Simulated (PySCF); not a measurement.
ZrS(OH)₂ (singlet). Level of theory: PBE0 in PySCF with Zr def2-SVP with ECP28, S def2-SVP, O def2-SVP, H def2-SVP; scalar-relativistic core potentials, no spin–orbit coupling; density-fitted integrals.

Harmonic bands of its minimum:

| ω (cm⁻¹) | IR (km/mol) |
| --- | --- |
| 92 | 13.1 |
| 141 | 8.8 |
| 172 | 6.4 |
| 323 | 320 |
| 348 | 11.0 |
| 479 | 93.1 |
| 498 | 214 |
| 538 | 94.3 |
| 702 | 105 |
| 718 | 177 |
| 3961 | 395 |
| 3965 | 71.6 |

Problem. The central atom is Zr. Infer the point group and assign the bands.

Solution. Cs. The modes span 7a' + 5a'': 92 a', 141 a'', 172 a', 323 a', 348 a'', 479 a'', 498 a', 538 a', 702 a', 718 a'', 3961 a'', 3965 a'. The computed geometry has O–H 0.960 Å (×2), Zr–O 1.936 Å (×2), Zr–S 2.225 Å; H–O–Zr 143.6° (×2), O–Zr–O 114.9°, O–Zr–S 113.6° (×2).

Stability towards spin polarisation was not tested. Only a few start shapes were tried, so a lower isomer may exist.
